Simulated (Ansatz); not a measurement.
Al₄Ga₃⁺. Total charge 1; singlet. Geometry PBE-D4/def2-SVP; atoms count from 1.

Cartesian coordinates in Å:
```
Al 1.180 -0.804 -0.747
Al -1.253 -1.158 0.110
Al -1.030 1.165 1.667
Al -0.267 1.340 -1.033
Ga -0.293 -1.284 -3.054
Ga 1.376 1.757 0.896
Ga 0.287 -1.017 2.161
```

The restricted singlet is unstable towards broken spin symmetry at other levels; at PBE0-D4/def2-TZVP this wasn't settled. The geometry of the singlet was relaxed on an unsound state (restricted singlet, unstable towards broken spin symmetry at other levels and untested here). Another isomer (singlet) lies 1.53 eV lower at PBE0-D4/def2-TZVP; other spin states weren't run for this one.

(1) Estimate the Mulliken populations from the PBE0/def2-TZVP orbitals of Ansatz.

(2) And the Mayer bond orders between bonded heavy atoms (over 0.3)?

Results:

(1) 
```
atom  charge (e)
 Al1        0.02
 Al2        0.09
 Al3        0.14
 Al4        0.09
 Ga5        0.32
 Ga6        0.17
 Ga7        0.17
```
Mulliken values and Mayer orders depend strongly on the basis.

(2) Al1–Al2 0.59 (2.60 Å); Al1–Al4 0.59 (2.60 Å); Al1–Ga5 0.46 (2.78 Å); Al2–Al3 0.44 (2.80 Å); Al2–Al4 0.35 (2.92 Å); Al2–Ga7 0.62 (2.57 Å); Al3–Al4 0.44 (2.81 Å); Al3–Ga6 0.61 (2.59 Å); Al3–Ga7 0.61 (2.60 Å); Al4–Ga6 0.62 (2.57 Å). Values over 0.3 also appear between atoms too far apart for a bond (Al1–Al3 0.33 at 3.82 Å; Al1–Ga6 0.32 at 3.05 Å; Al1–Ga7 0.32 at 3.05 Å; Al2–Ga6 0.32 at 4.00 Å; Al4–Ga7 0.32 at 4.01 Å); they arise where an orbital or an unpaired electron spreads over both atoms.
